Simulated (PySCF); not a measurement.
C3H11AlO5Si, SMILES CO[Si](OC)(OC)[Al]([OH])[OH], GFN2-xTB optimised geometry.

```
21

Si    -0.39     1.07     0.00
O     -1.39     1.57     1.16
C     -2.42     0.77     1.65
O     -1.25     1.04    -1.41
C     -0.82     0.43    -2.57
O      0.67     2.30     0.05
C      1.72     2.42    -0.87
Al     0.59    -1.12     0.00
O      2.25    -1.12     0.00
O     -0.55    -2.31    -0.08
H     -3.19     0.63     0.90
H     -2.03    -0.22     1.93
H     -2.84     1.26     2.53
H     -0.30     1.14    -3.22
H     -1.69     0.02    -3.10
H     -0.12    -0.40    -2.34
H      1.38     2.94    -1.77
H      2.10     1.44    -1.16
H      2.52     3.00    -0.40
H      3.19    -1.13     0.04
H     -1.19    -3.00    -0.12
```

Density from PySCF 2.14.0 with B3LYP/def2-SVP at that geometry.

Minimum of the electron density along straight lines between bonded atoms, close to the bond critical point (lines longer than 1.1 times the sum of covalent radii, or with two minima, are not listed):

| bond | length / Å | ρ at the minimum / e bohr⁻³ | ∇²ρ there / e bohr⁻⁵ | position (fraction from the first atom) |
|---|---|---|---|---|
| Si1–O2 | 1.614 | 0.134 | 1.14 | 0.41 |
| O2–C3 | 1.391 | 0.264 | -0.34 | 0.66 |
| Si1–O4 | 1.650 | 0.122 | 0.99 | 0.41 |
| O4–C5 | 1.381 | 0.270 | -0.35 | 0.66 |
| Si1–O6 | 1.627 | 0.130 | 1.08 | 0.41 |
| O6–C7 | 1.391 | 0.265 | -0.37 | 0.66 |
| Si1–Al8 | 2.398 | 0.070 | 0.09 | 0.65 |
| Al8–O9 | 1.654 | 0.100 | 1.01 | 0.44 |
| Al8–O10 | 1.655 | 0.100 | 1.01 | 0.44 |
| C3–H11 | 1.092 | 0.283 | -1.08 | 0.63 |
| C3–H12 | 1.095 | 0.280 | -1.04 | 0.63 |
| C3–H13 | 1.090 | 0.284 | -1.09 | 0.64 |
| C5–H14 | 1.094 | 0.282 | -1.07 | 0.63 |
| C5–H15 | 1.091 | 0.284 | -1.09 | 0.64 |
| C5–H16 | 1.113 | 0.267 | -0.93 | 0.62 |
| C7–H17 | 1.094 | 0.281 | -1.06 | 0.63 |
| C7–H18 | 1.095 | 0.280 | -1.05 | 0.63 |
| C7–H19 | 1.091 | 0.283 | -1.09 | 0.64 |
| O9–H20 | 0.947 | 0.360 | -2.50 | 0.82 |
| O10–H21 | 0.947 | 0.360 | -2.51 | 0.82 |
